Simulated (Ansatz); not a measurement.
n-GeSiSiH8 (Si2GeH8), relaxed as a singlet with RKS PBE-D4/def2-SVP in Ansatz, starting from the GFN2-xTB geometry. Force threshold 0.02 eV/Å.

Another isomer (singlet) lies 0.12 eV lower at PBE0-D4/def2-TZVP; other spin states weren't run for this one.

Start:

```xyz
11

Ge    0.070    0.739   -1.783
Si    0.714    0.480    0.454
Si   -0.567   -1.107    1.556
H    -1.310    1.298   -1.981
H     0.018   -0.538   -2.574
H     0.912    1.627   -2.654
H     2.146    0.149    0.463
H     0.635    1.805    1.085
H    -0.808   -0.753    2.956
H     0.072   -2.426    1.556
H    -1.880   -1.272    0.923
```

| step | energy (eV) | largest force component (eV/Å) | SCF passes |
| --- | --- | --- | --- |
| 1 | -72374.0517 | 0.918 | 22 |
| 2 | -72374.2857 | 0.186 | 26 |
| 3 | -72374.2984 | 0.060 | 26 |
| 4 | -72374.2998 | 0.017 | 27 |
| 5 | -72374.3006 | 0.016 | 27 |
| 6 | -72374.3040 | 0.094 | 25 |
| 7 | -72374.3065 | 0.106 | 25 |
| 8 | -72374.3102 | 0.169 | 25 |
| 9 | -72374.3133 | 0.139 | 26 |
| 10 | -72374.3195 | 0.012 | 25 |
| 11 | -72374.3218 | 0.052 | 25 |
| 12 | -72374.3219 | 0.099 | 25 |
| 13 | -72374.3232 | 0.046 | 27 |
| 14 | -72374.3238 | 0.002 | 26 |

Force components are those of the run's own axes.

End:

```xyz
11

Ge    0.1153    0.6446   -1.8663
Si    0.6661    0.5852    0.4638
Si   -0.5998   -1.0734    1.5488
H    -1.3681    1.0608   -2.0537
H     0.3072   -0.7600   -2.4981
H     1.0098    1.6543   -2.6339
H     2.1357    0.2908    0.6261
H     0.3869    1.9330    1.0788
H    -0.3147   -1.1048    3.0270
H    -0.2704   -2.4211    0.9630
H    -2.0682   -0.8092    1.3444
```

By distances, no bond broke or formed. The bond that changes most is Ge1–Si2, from 2.34 to 2.40 Å (atoms count from 1).

The force fell under the threshold at step 4, but the optimiser went on and released 0.024 eV more. No frequencies were taken in this run, so the end may be a saddle point.

It took 29 s on 2 threads of Intel Xeon Platinum 8488C on a shared host.
